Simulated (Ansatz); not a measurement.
Two isomers of CH6BNO2: A = `NCB(O)O`, B = `COB(N)O`.

Gas-phase electronic energies from Ansatz, PBE0-D4/def2-TZVP geometries. CCSD(T)/CBS adds triple-zeta CCSD(T) − MP2 to the extrapolated MP2 energy (def2 sets, frozen cores). Functionals use def2-TZVPP. B3LYP here is the variant with VWN-RPA as its local correlation; programs differ in this. Each species was taken in one conformer, which may not be the lowest.

Which isomer does CCSD(T)/CBS put lower? Give the gap. (Best estimate.)

The calculation gave: B, by 64.1 kJ/mol.

Give E(B) − E(A) in kJ/mol with CCSD/def2-TZVPP, MP2/def2-TZVPP, B2PLYP, r2SCAN-D4, ωB97M-V, B3LYP-D4, HF/def2-TZVPP. (An estimate is asked.)

The calculation gave: CCSD/def2-TZVPP -66.3, MP2/def2-TZVPP -63.3, B2PLYP -68.4, r2SCAN-D4 -67.1, ωB97M-V -64.4, B3LYP-D4 -69.9, HF/def2-TZVPP -84.3. None reverses the order clearly.

Largest T1 diagnostic: 0.012.

In def2-TZVPP, CCSD(T) changes the Hartree–Fock value by +20.4 kJ/mol (the triples alone add +2.4 kJ/mol) and MP2 by +21.1 kJ/mol. From PBE to PBE0 (25 % exact exchange), in def2-TZVPP and without D4, E(B) − E(A) moves by −3.6 kJ/mol.
